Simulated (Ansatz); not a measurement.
Species: C$_{3}$H$_{2}$F$_{2}$, charge 0, singlet. C3H2F2 (SMILES C(=C(F)F)=C).
B3LYP-D3(BJ)/def2-TZVP minimum from Ansatz (a quantum-chemistry and plane-wave program):
```xyz
7

C     -2.1755     0.0005    -0.0234
C     -0.8757     0.0002    -0.0094
C      0.4193    -0.0001     0.0045
F      1.1859     1.0421    -0.2987
F      1.1787    -1.0427     0.3241
H     -2.7355    -0.2641    -0.9154
H     -2.7544     0.2653     0.8564
```
Charge 0, spin multiplicity 1.

Atomisation energy term by term, kcal/mol (programs: Ansatz). Open shells are spin-unrestricted; no spin-orbit coupling. Cores are frozen in correlated methods. Rows without X2C or -DK are non-relativistic. CBS(X,Y): correlation extrapolated as X^-3, Hartree-Fock from the larger set. A bracket is a step between two methods taken in the basis named. 'core' is core correlation in cc-pwCVTZ, 'X2C' scalar relativity in cc-pVTZ-DK, both at CCSD(T). Where a partner has so few electrons that a lower coupled-cluster level is exact, that level stands in. The restricted determinant of C3H2F2 (C=C=C(F)F, singlet) is unstable towards broken spin symmetry in at least one set run.

```csv
term,basis,kcal/mol
Hartree-Fock,cc-pVQZ,494.51
CCSD correlation,"CBS(cc-pVTZ,cc-pVQZ)",199.46
(T),"CBS(cc-pVTZ,cc-pVQZ)",18.41
CCSDT(Q) - CCSD(T),cc-pVDZ,1.06
core correlation,cc-pwCVTZ,3.65
scalar relativity,"X2C, cc-pVTZ-DK",-0.83
sum: De,,716.2
```
